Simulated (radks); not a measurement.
Values are calculated unless marked as measured or tabulated.
The lanthanum ion La40+, 17 electrons, occupied as [Ne] 3s2 3p5. Code: a radial shooting solver on a logarithmic mesh with Libxc functionals. Model: non-relativistic Kohn-Sham, TPSS, spin-polarised, spherical densities, point nucleus; open shells are filled with parallel spins first (spin-orbit coupling, left out, can overturn this in heavy ions); meta-GGA in the generalised Kohn-Sham scheme; relativity is left out, which matters for an element this heavy.

Normalised radial functions P(r) = r R(r), r in bohr:

| r | 2p up | 3s down |
|---|---|---|
| 0.001523 | 0.0097 | 0.1955 |
| 0.001905 | 0.0151 | 0.2392 |
| 0.002365 | 0.0229 | 0.2890 |
| 0.002958 | 0.0353 | 0.3490 |
| 0.003672 | 0.0533 | 0.4149 |
| 0.004557 | 0.0801 | 0.4878 |
| 0.005701 | 0.1213 | 0.5683 |
| 0.007075 | 0.1798 | 0.6461 |
| 0.008781 | 0.2639 | 0.7166 |
| 0.01099 | 0.3882 | 0.7699 |
| 0.01363 | 0.5552 | 0.7861 |
| 0.01692 | 0.7801 | 0.7478 |
| 0.02117 | 1.0849 | 0.6265 |
| 0.02628 | 1.4510 | 0.4108 |
| 0.03287 | 1.8942 | 0.0755 |
| 0.0408 | 2.3500 | -0.3387 |
| 0.05063 | 2.7736 | -0.7856 |
| 0.06335 | 3.0865 | -1.1715 |
| 0.07862 | 3.1674 | -1.3189 |
| 0.09758 | 2.9618 | -1.1016 |
| 0.1221 | 2.4489 | -0.4259 |
| 0.1515 | 1.7666 | 0.5501 |
| 0.188 | 1.0727 | 1.5394 |
| 0.2352 | 0.5109 | 2.1613 |
| 0.292 | 0.1917 | 2.1186 |
| 0.3653 | 0.0490 | 1.5242 |
| 0.4533 | 0.0087 | 0.8103 |
| 0.5626 | 0.0009 | 0.3034 |
| 0.7039 | 0.0000 | 0.0702 |
| 0.8736 | 0.0000 | 0.0102 |

2p up: eigenvalue -7677.9 eV, 0 radial nodes, <r> = 0.0959 bohr, 90 % of the charge inside 0.155 bohr. 3s down: eigenvalue -3085.3 eV, 2 radial nodes at r = 0.0343, 0.135 bohr, <r> = 0.273 bohr, 90 % of the charge inside 0.394 bohr.
